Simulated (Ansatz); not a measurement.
Ansatz results at the PBE0-D4/def2-TZVP geometry: LUMO energy (ωB97M-V/def2-TZVPP) 1.17 eV; HOMO–LUMO gap (ωB97M-V/def2-TZVPP) 11.22 eV; HOMO–LUMO gap (B3LYP/def2-TZVPP) 6.46 eV.

Each molecule was computed in one conformer, which needn't be the lowest.

(1) Which molecule gave them?
A. `C#[C][Ga]([F])[F]`
B. `C[O][Ga]([NH2])[Cl]`
C. `O[Si](O)(O)[O][GaH2]`
D. `[SiH3][O][Ga]([O][SiH3])[O][SiH3]`

## Answers

(1) B. The others give `[SiH3][O][Ga]([O][SiH3])[O][SiH3]`: 0.26, 11.41, 6.82; `C#[C][Ga]([F])[F]`: 0.11, 11.54, 6.85; `O[Si](O)(O)[O][GaH2]`: 1.29, 11.55, 7.23.

B3LYP here is the variant with VWN-RPA as its local correlation; programs differ in this.
